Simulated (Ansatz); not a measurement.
MoPt3. Total charge 0; singlet. Geometry PBE-D4/def2-SVP.

```xyz
4

Mo   -0.033    0.385    0.109
Pt   -0.899    0.335   -1.955
Pt    2.168   -0.011    0.200
Pt   -1.236   -0.709    1.646
```

In the def2 sets Mo, Pt take a core potential; there is no spin–orbit coupling. HSE06 is defined as in plane-wave codes, on full-range PBE exchange. This restricted singlet of an open-shell metal (gap down to 0.57 eV) wasn't tested against broken symmetry. At PBE0-D4/def2-TZVP a triplet of charge 0 lies 0.16 eV below the restricted singlet, each at its own geometry. The structure comes from a short search, and lower isomers may exist.

(1) Estimate the orbital energies around the gap (eV) in Ansatz with PBE-D4/def2-TZVPD, r2SCAN-D4/def2-TZVPD, PBE0-D4/def2-SVP, HSE06-D4/def2-TZVP, ωB97M-V/def2-TZVP.

## Answers

(1) 
```json
{"orbital": "HOMO−13", "PBE-D4/def2-TZVPD": "-9.10", "r2SCAN-D4/def2-TZVPD": "-9.27", "PBE0-D4/def2-SVP": "-10.23", "HSE06-D4/def2-TZVP": "-9.79", "ωB97M-V/def2-TZVP": "-12.29"}
{"orbital": "HOMO−12", "PBE-D4/def2-TZVPD": "-8.13", "r2SCAN-D4/def2-TZVPD": "-8.22", "PBE0-D4/def2-SVP": "-8.97", "HSE06-D4/def2-TZVP": "-8.56", "ωB97M-V/def2-TZVP": "-10.69"}
{"orbital": "HOMO−11", "PBE-D4/def2-TZVPD": "-7.52", "r2SCAN-D4/def2-TZVPD": "-7.64", "PBE0-D4/def2-SVP": "-8.48", "HSE06-D4/def2-TZVP": "-8.08", "ωB97M-V/def2-TZVP": "-10.35"}
{"orbital": "HOMO−10", "PBE-D4/def2-TZVPD": "-7.52", "r2SCAN-D4/def2-TZVPD": "-7.64", "PBE0-D4/def2-SVP": "-8.48", "HSE06-D4/def2-TZVP": "-8.08", "ωB97M-V/def2-TZVP": "-10.35"}
{"orbital": "HOMO−9", "PBE-D4/def2-TZVPD": "-7.14", "r2SCAN-D4/def2-TZVPD": "-7.26", "PBE0-D4/def2-SVP": "-8.12", "HSE06-D4/def2-TZVP": "-7.72", "ωB97M-V/def2-TZVP": "-9.99"}
{"orbital": "HOMO−8", "PBE-D4/def2-TZVPD": "-7.03", "r2SCAN-D4/def2-TZVPD": "-7.16", "PBE0-D4/def2-SVP": "-7.93", "HSE06-D4/def2-TZVP": "-7.51", "ωB97M-V/def2-TZVP": "-9.95"}
{"orbital": "HOMO−7", "PBE-D4/def2-TZVPD": "-6.52", "r2SCAN-D4/def2-TZVPD": "-6.68", "PBE0-D4/def2-SVP": "-7.72", "HSE06-D4/def2-TZVP": "-7.31", "ωB97M-V/def2-TZVP": "-9.85"}
{"orbital": "HOMO−6", "PBE-D4/def2-TZVPD": "-6.52", "r2SCAN-D4/def2-TZVPD": "-6.67", "PBE0-D4/def2-SVP": "-7.72", "HSE06-D4/def2-TZVP": "-7.31", "ωB97M-V/def2-TZVP": "-9.85"}
{"orbital": "HOMO−5", "PBE-D4/def2-TZVPD": "-6.52", "r2SCAN-D4/def2-TZVPD": "-6.67", "PBE0-D4/def2-SVP": "-7.70", "HSE06-D4/def2-TZVP": "-7.28", "ωB97M-V/def2-TZVP": "-9.77"}
{"orbital": "HOMO−4", "PBE-D4/def2-TZVPD": "-6.43", "r2SCAN-D4/def2-TZVPD": "-6.56", "PBE0-D4/def2-SVP": "-7.60", "HSE06-D4/def2-TZVP": "-7.19", "ωB97M-V/def2-TZVP": "-9.70"}
{"orbital": "HOMO−3", "PBE-D4/def2-TZVPD": "-6.43", "r2SCAN-D4/def2-TZVPD": "-6.56", "PBE0-D4/def2-SVP": "-7.60", "HSE06-D4/def2-TZVP": "-7.19", "ωB97M-V/def2-TZVP": "-9.70"}
{"orbital": "HOMO−2", "PBE-D4/def2-TZVPD": "-6.32", "r2SCAN-D4/def2-TZVPD": "-6.46", "PBE0-D4/def2-SVP": "-7.54", "HSE06-D4/def2-TZVP": "-7.14", "ωB97M-V/def2-TZVP": "-9.67"}
{"orbital": "HOMO−1", "PBE-D4/def2-TZVPD": "-5.65", "r2SCAN-D4/def2-TZVPD": "-5.79", "PBE0-D4/def2-SVP": "-6.34", "HSE06-D4/def2-TZVP": "-5.94", "ωB97M-V/def2-TZVP": "-8.05"}
{"orbital": "HOMO", "PBE-D4/def2-TZVPD": "-5.65", "r2SCAN-D4/def2-TZVPD": "-5.79", "PBE0-D4/def2-SVP": "-6.34", "HSE06-D4/def2-TZVP": "-5.94", "ωB97M-V/def2-TZVP": "-8.05"}
{"orbital": "LUMO", "PBE-D4/def2-TZVPD": "-5.08", "r2SCAN-D4/def2-TZVPD": "-4.99", "PBE0-D4/def2-SVP": "-4.30", "HSE06-D4/def2-TZVP": "-4.65", "ωB97M-V/def2-TZVP": "-2.08"}
{"orbital": "LUMO+1", "PBE-D4/def2-TZVPD": "-4.57", "r2SCAN-D4/def2-TZVPD": "-4.48", "PBE0-D4/def2-SVP": "-3.76", "HSE06-D4/def2-TZVP": "-4.12", "ωB97M-V/def2-TZVP": "-1.62"}
{"orbital": "LUMO+2", "PBE-D4/def2-TZVPD": "-4.57", "r2SCAN-D4/def2-TZVPD": "-4.48", "PBE0-D4/def2-SVP": "-3.76", "HSE06-D4/def2-TZVP": "-4.12", "ωB97M-V/def2-TZVP": "-1.62"}
{"orbital": "LUMO+3", "PBE-D4/def2-TZVPD": "-3.53", "r2SCAN-D4/def2-TZVPD": "-3.38", "PBE0-D4/def2-SVP": "-2.77", "HSE06-D4/def2-TZVP": "-3.15", "ωB97M-V/def2-TZVP": "-0.92"}
{"orbital": "LUMO+4", "PBE-D4/def2-TZVPD": "-3.53", "r2SCAN-D4/def2-TZVPD": "-3.38", "PBE0-D4/def2-SVP": "-2.77", "HSE06-D4/def2-TZVP": "-3.15", "ωB97M-V/def2-TZVP": "-0.92"}
{"orbital": "LUMO+5", "PBE-D4/def2-TZVPD": "-2.62", "r2SCAN-D4/def2-TZVPD": "-2.38", "PBE0-D4/def2-SVP": "-1.83", "HSE06-D4/def2-TZVP": "-2.25", "ωB97M-V/def2-TZVP": "-0.41"}
```
